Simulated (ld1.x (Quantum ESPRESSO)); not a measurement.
## In (Z = 49) TM: all-electron and pseudo phase curves

ld1.x (Quantum ESPRESSO) 7.5 input, shortened:

```
&input
   title='In', zed=49., rel=1, dft='PZ', iswitch=3,
   config='[Kr] 4d10 5s1.75 5p1.25 5d-2'
 /
 &inputp
   pseudotype=2, tm=.true., lloc=0,
   nlcc=.false.
 /
3
5P  2  1   1.25   0.00  1.90  1.90  0.0
5D  3  2  -2.00   0.20  2.15  2.15  0.0
5S  1  0   1.75   0.00  2.30  2.30  0.0
 &test
   configts(1)='5s1.75 5p1.25'
 /
```

The phase is arctan(r·u′/u) with u = r·R(r), unwrapped; energies in Ry, scanned from -3 to 5 Ry. A pole is an energy at which the radial function vanishes at the test radius. The pseudo phase is shifted by a multiple of π to meet the all-electron one at the reference energy, and phase errors are pseudo minus all-electron; the curves can meet again beyond the range given. Levels narrower than the energy grid can be missing from the lists of poles.

**Question.** For each channel, where are the poles, and over which energies does the pseudopotential scatter like the atom?

**Answer.**

```
channel  radius (bohr)  reference energy (Ry)  poles, all-electron  poles, pseudo  unbroken range about the reference energy with phases within 0.05 rad  phase error 1 Ry above the reference energy (rad)
      s           2.50                  -0.64                 1.33           1.24                                                              below 2.8                                             -0.005
      p           2.50                  -0.21                 2.69           2.47                                                              below 4.1                                             -0.011
      d           2.50                   0.20                -1.26    -1.74, 4.29                                                            -1.0 to 1.1                                             -0.066
```

Note: ghost states, extra bound levels that the all-electron valence spectrum of the same l lacks: p at -2232.2 eV, d at -26.2 eV. A true bound ghost makes a file unfit for plane-wave use.

Phases in the s channel:

| E (Ry) | all-electron | pseudo |
| --- | --- | --- |
| -3.00 | 1.263 | 1.261 |
| -2.76 | 1.239 | 1.237 |
| -2.52 | 1.210 | 1.207 |
| -2.28 | 1.171 | 1.168 |
| -2.04 | 1.119 | 1.116 |
| -1.80 | 1.047 | 1.043 |
| -1.56 | 0.937 | 0.934 |
| -1.32 | 0.759 | 0.755 |
| -1.08 | 0.446 | 0.443 |
| -0.84 | -0.069 | -0.070 |
| -0.60 | -0.623 | -0.623 |
| -0.36 | -0.987 | -0.988 |
| -0.12 | -1.194 | -1.196 |
| 0.12 | -1.319 | -1.323 |
| 0.36 | -1.401 | -1.406 |
| 0.60 | -1.460 | -1.466 |
| 0.84 | -1.504 | -1.512 |
| 1.08 | -1.540 | -1.550 |
| 1.32 | -1.569 | -1.581 |
| 1.56 | -1.595 | -1.610 |
| 1.80 | -1.618 | -1.637 |
| 2.04 | -1.640 | -1.663 |
| 2.28 | -1.661 | -1.690 |
| 2.52 | -1.681 | -1.718 |
| 2.76 | -1.702 | -1.751 |
| 3.00 | -1.725 | -1.790 |
| 3.24 | -1.749 | -1.839 |
| 3.48 | -1.777 | -1.907 |
| 3.72 | -1.809 | -2.008 |
| 3.96 | -1.847 | -2.179 |
| 4.20 | -1.895 | -2.508 |
| 4.44 | -1.958 | -3.131 |
| 4.68 | -2.045 | -3.789 |
| 4.92 | -2.172 | -4.151 |
